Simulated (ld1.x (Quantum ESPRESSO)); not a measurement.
# u(r) = r·R(r): atom against pseudo-atom (hydrogen (H))

Columns: radius, all-electron u(r) and pseudo u(r) of the 1s shell (level -6.36 eV) of hydrogen in the configuration 1s1; LDA (PZ), non-relativistic, TM scheme, ld1.x (Quantum ESPRESSO) 7.5.

```
r (bohr)  all-electron  pseudo
   0.075        0.1288  0.1000
   0.150        0.2390  0.1977
   0.225        0.3326  0.2906
   0.300        0.4115  0.3765
   0.375        0.4774  0.4537
   0.450        0.5318  0.5205
   0.525        0.5762  0.5762
   0.600        0.6118  0.6203
   0.675        0.6397  0.6534
   0.750        0.6609  0.6765
   0.825        0.6762  0.6909
   0.900        0.6864  0.6986
   0.975        0.6922  0.7010
   1.050        0.6942  0.6998
   1.125        0.6930  0.6959
   1.200        0.6889  0.6901
   1.275        0.6824  0.6828
   1.350        0.6739  0.6740
   1.425        0.6637  0.6637
   1.500        0.6520  0.6520
   1.575        0.6391  0.6391
   1.650        0.6253  0.6253
   1.725        0.6106  0.6106
   1.800        0.5953  0.5953
   1.875        0.5796  0.5796
   1.950        0.5635  0.5635
```

Task: How many radial nodes do the two functions have?

Result: The all-electron 1s function has n − l − 1 = 0; the pseudo-wave has 0.

Task: At about which radius was the pseudo-wave matched?

Result: 1.50 bohr. The columns agree to 0.0005 from 1.27 bohr on; several derivatives are matched, so the curves merge somewhat inside the radius.

Task: Where does each function peak?

Result: Outermost all-electron maximum near 1.05 bohr, pseudo maximum near 0.97 bohr (to the table’s step).

Task: Is the pseudo-wave norm-conserving?

Result: Yes: the TM scheme keeps the norm inside the radius equal to the all-electron one, which fixes the energy derivative of the logarithmic derivative at the level.
